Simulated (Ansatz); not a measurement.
```xyz
3

C     0.0451   -0.0245   -0.1582
H    -0.0272    0.9037    0.5936
H     0.1003   -0.8599    0.5156
```

Basis set: STO-3G (spherical functions). Correlated methods keep 1 orbital frozen. Charge 0, multiplicity 1.

Computed with Ansatz (development build ahead of 0.2.0); each method stands on the lowest determinant of its kind that the runs found. Restricted open shells among the atoms or ions are ROHF, correlated in semicanonical orbitals with singles.

The atomization energy at this shape (free ground-state atoms in the same class of orbitals less the molecule, no zero-point energy) of singlet CH₂:

```csv
method,atomization energy
RHF,6.39 eV
```

(1) What does RHF-MP2 give?

Results:

(1) 7.13 eV. Caution: another spin multiplicity may lie lower.

This basis has no polarisation functions and is too small for such energies, which can lie far from measured ones in either direction.
